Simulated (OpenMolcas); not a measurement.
## Mo V: from CASSCF to CASPT2

```json
{
 "Program": "OpenMolcas 26.06",
 "Basis": "ANO-RCC-VTZP [7s6p4d2f1g]",
 "Scalar Hamiltonian": "DKH2, point nucleus",
 "Active space": "2 electrons in 10 orbitals (4d 5d)",
 "State averaging": "2S+1 = 3 even, 10 roots; 2S+1 = 1 even, 15 roots",
 "Spin-orbit coupling": "state interaction with AMFI integrals over the reference wave functions, term energies averaged over their components"
}
```

Methods on the same reference wave functions:
A. CASSCF
B. SS-CASPT2, IPEA 0.25 Eh, imaginary shift 0.1 Eh (closed shells correlated: 4s 4p)
C. XMS-CASPT2, IPEA 0.25 Eh, imaginary shift 0.1 Eh (closed shells correlated: 4s 4p)

Energies in cm-1 above 4d2 3F2, the measured ground level; measured values from Sugar and Musgrove, J. Phys. Chem. Ref. Data 17, 155 (1988).

```tsv
Level	A	B	C	Measured
4d2 3F2	0.0	0.0	0.0	0.0
4d2 3F3	1495	1531	1526	1578
4d2 3F4	3241	3270	3260	3357
4d2 1D2	12596	10170	10430	10190
4d2 3P0	13693	11820	11680	11161
4d2 3P1	14285	12430	12290	11807
4d2 3P2	15805	13840	13770	13408
4d2 1G4	19048	17090	16960	16354
4d2 1S0	44276	38420	39000	37738
```

Deviations, from unrounded energies. A percentage is the sum of absolute deviations over the sum of measured energies, with the sign that they share, or ± where signs differ.

```
                        Against measurement  Levels      A     B     C
             mean absolute deviation (cm-1)       8   2400   410   450
      fine structure of the ground term (%)       2   -4.0  -2.7  -2.9
other terms of the ground configuration (%)       6  +18.9  ±3.1  +3.5
```

B lies closest to measurement on these levels and A furthest from it. The largest miss of B in the table is 4d2 1G4, by +740 cm-1. The ranking rests on the paired levels alone, and a cruder setting can come out closer through cancelling errors.

Between B and C the level of the table that moves most is 4d2 1S0, by 580 cm-1 (lowest in B, highest in C). Moves below CASPT2's spread within the term are not significant.

The mean deviations of B to C differ by less than CASPT2's widest spread within a term (1100 cm-1), so their order carries little weight.

From A to B the spin-free energies of the other terms of 4d2 shown, above 3F, scale by factors of 0.77 to 0.88, as is usual when dynamic correlation screens the repulsion within a d or f shell.

The lowest spin-free term lies below A's lowest term by 0.265 hartree in B, 0.268 hartree in C.

CASPT2 breaks the degeneracy within a term, and the mean is taken; among the terms shown or strongly mixed into the levels shown the widest spread is 1100 cm-1 (4d2 1G, C). Active for correlation alone: 5d; no level in the range computed is led by a configuration that fills it, so any true level of that kind is missing. Without dynamic correlation excited terms often stand tens of per cent too high (terms of higher spin than the ground term too low), and those without a measured partner can miss by more than the paired ones (holds for A). Measured partners are found by configuration, term and J. A level has none where our copy of the source lacks it or the pairing is in doubt (some pairs that miss far off the trend of their configuration count as doubtful), and it then counts in no deviation. Levels of configurations outside the active space are missing.
